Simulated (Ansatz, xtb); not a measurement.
## C3H7F3OSi: which of two isomers lies lower

We compare I, `CCO[C@H](F)[SiH](F)F`, a singlet, with II, `F[SiH2]CCOC(F)F`, a singlet. Both are isolated molecules in the gas phase, relaxed with PBE-D3(BJ)/def2-SVP; each stands in its lowest conformer found.

Quicker runs give these differences E(II) − E(I): GFN2-xTB +1.364 eV; HF/STO-3G +0.471 eV (at GFN2-xTB geometries); r2SCAN-D4/def2-SVP +1.278 eV (at GFN2-xTB geometries).

Question: Estimate E(II) − E(I) at the level CCSD(T)/def2-SVP + ΔMP2/def2-TZVPP.

Answer: Calculated at CCSD(T)/def2-SVP + ΔMP2/def2-TZVPP: E(II) − E(I) = +1.576 eV, so structure I lies lower.

How the difference moves with the method:

```tsv
level	geometry	E(II) − E(I) (eV)	departure from the last row (eV)	job, with rough time for the two
GFN2-xTB	GFN2-xTB	+1.364	−0.212	optimisation, 0.62 s
HF/STO-3G	GFN2-xTB	+0.471	−1.105	single point, 0.44 s
r2SCAN-D4/def2-SVP	GFN2-xTB	+1.278	−0.298	single point, 4.2 s
PBE-D3(BJ)/def2-SVP	PBE-D3(BJ)/def2-SVP	+1.231	−0.345	optimisation, 30 s
HF/def2-SVP	PBE-D3(BJ)/def2-SVP	+1.263	−0.313	part of the CCSD(T) run
MP2/def2-SVP	PBE-D3(BJ)/def2-SVP	+1.354	−0.222	part of the CCSD(T) run
CCSD(T)/def2-SVP	PBE-D3(BJ)/def2-SVP	+1.294	−0.282	single point
CCSD(T)/def2-SVP + ΔMP2/def2-TZVPP	PBE-D3(BJ)/def2-SVP	+1.576		single point, 2.3 min
```

As drawn, II has 1 C–F, 1 Si–H in place of 1 F–Si, 1 C–H.

None of the levels shown reverses the order. The largest departure from CCSD(T)/def2-SVP + ΔMP2/def2-TZVPP is that of HF/STO-3G, 1.105 eV. The last row adds to CCSD(T) the change of the MP2 difference between the two basis sets, here +0.282 eV, a large step that makes the value less sure.

With thermal terms from frequencies at re-optimised GFN2-xTB minima (ideal gas, soft modes damped towards free rotors, one conformer each, 298.15 K, 1 atm): the zero-point term adds −0.053 eV; ΔH is +1.505 and ΔG +1.540 eV.

The correlated steps freeze 12 core orbitals. Mirror images aren't counted in ΔG. Codes used: Ansatz 0.2.0, xtb 6.7.1; the last row on 4 threads of Arm Neoverse V1 on a shared host.
